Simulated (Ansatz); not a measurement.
Compare A (`C[SiH](F)CN`) with its isomer B (`N[SiH2]CCF`).

Computed with Ansatz on PBE0-D4/def2-TZVP structures; ΔE is electronic, products minus reactants. CBS: MP2 limit from def2 TZ/QZ plus the TZ coupled-cluster correction, frozen cores. Functionals use def2-TZVPP. B3LYP here is the variant with VWN-RPA as its local correlation; programs differ in this. Each species was taken in one conformer, which may not be the lowest.

Q: Which isomer does CCSD(T)/CBS put lower? Give the gap. (Best estimate.)

A: Ansatz gave: A, by 31.8 kcal/mol.

Q: Give E(B) − E(A) in kcal/mol with CCSD/def2-TZVPP, B3LYP-D4, PBE-D4, MP2/def2-TZVPP, PBE0-D4, r2SCAN-D4, CCSD(T)/def2-TZVPP. (Best estimate.)

A: The calculation gave: CCSD/def2-TZVPP 31.2, B3LYP-D4 30.8, PBE-D4 30.1, MP2/def2-TZVPP 32.5, PBE0-D4 30.6, r2SCAN-D4 31.2, CCSD(T)/def2-TZVPP 31.2. None reverses the order clearly.

Largest T1 diagnostic: 0.010.

In def2-TZVPP, CCSD(T) changes the Hartree–Fock value by +1.4 kcal/mol (the triples alone add −0.0 kcal/mol) and MP2 by +2.7 kcal/mol.
